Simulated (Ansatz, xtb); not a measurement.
C6H6S: 10 structures ranked

10 gas-phase structures of C6H6S, from a drawn sample of its isomers (lower ones may exist). Each was relaxed with GFN2-xTB:

A. `C#C/C(C=C)=C\S`, a singlet
B. `C#C/C=C/C=C/S`, a singlet
C. `C#C/C(C=C)=C/S`, a singlet
D. `C#C/C(S)=C/C=C`, a singlet
E. `C#C/C=C/C=C\S`, a singlet
F. `C#C/C(S)=C\C=C`, a singlet
G. `C#CC(=C)/C=C/S`, a singlet
H. `C#CC(=C)/C=C\S`, a singlet
I. `C#C/C=C\C=C\S`, a singlet
J. `C#C/C=C\C=C/S`, a singlet

Q: Make a reasoned guess at their ranking by r2SCAN-D4/def2-SVP//GFN2-xTB single-point energy.

A: Calculated order at r2SCAN-D4/def2-SVP//GFN2-xTB: I (0.0), B (2.7), J (3.0), E (3.4), A (6.0), D (13.5), F (13.9), G (18.3), C (20.7), H (29.1) kJ/mol. Less than 1 kcal/mol parts I and B; B and J; J and E; E and A; D and F; G and C, so the order within those pairs means little.

Energies above the lowest of each column, in kJ/mol; the last columns are at r2SCAN-D4/def2-SVP geometries and were run for some of them only (a dash: not run or not comparable):

| structure | GFN2-xTB | HF/STO-3G | r2SCAN-D4/def2-SVP//GFN2-xTB | r2SCAN-D4/def2-SVP | CCSD(T)/def2-SVP + ΔMP2/def2-TZVPP |
| --- | --- | --- | --- | --- | --- |
| I | 0.0 | 0.0 | 0.0 | 0.0 | 3.9 |
| B | 6.6 | 2.5 | 2.7 | 3.5 | 7.3 |
| J | 9.4 | 6.3 | 3.0 | 3.4 | 5.6 |
| E | 8.9 | 5.3 | 3.4 | 4.1 | 7.2 |
| A | 7.1 | 6.2 | 6.0 | 5.7 | 0.0 |
| D | 11.9 | 10.3 | 13.5 | 14.5 | 10.3 |
| F | 11.0 | 9.2 | 13.9 | – | – |
| G | 16.6 | 10.0 | 18.3 | – | – |
| C | 17.0 | 17.0 | 20.7 | – | – |
| H | 25.0 | 24.8 | 29.1 | – | – |

CCSD(T)/def2-SVP + ΔMP2/def2-TZVPP has A and I within 1 kcal/mol of each other at the bottom, and every level picks one of them. CCSD(T)/def2-SVP + ΔMP2/def2-TZVPP orders those it was run on as A (0.0), I (3.9), J (5.6), E (7.2), B (7.3), D (10.3) kJ/mol. Less than 1 kcal/mol parts A and I; I and J; J and E; E and B; B and D, so the order within those pairs means little. Flexible structures stand in one conformer each, not always the lowest. Frequencies (GFN2-xTB) were run for A, B, D, E, I, J alone. ΔMP2 is the change of the MP2 energy from the smaller to the larger basis.

Over these structures GFN2-xTB departs from r2SCAN-D4/def2-SVP//GFN2-xTB by 3.1 kJ/mol on average once a common shift is removed. A GFN2-xTB relaxation took about 0.091 s and the r2SCAN-D4/def2-SVP//GFN2-xTB energy about 3.9 s on a shared host (Ansatz 0.2.0, xtb 6.7.1).
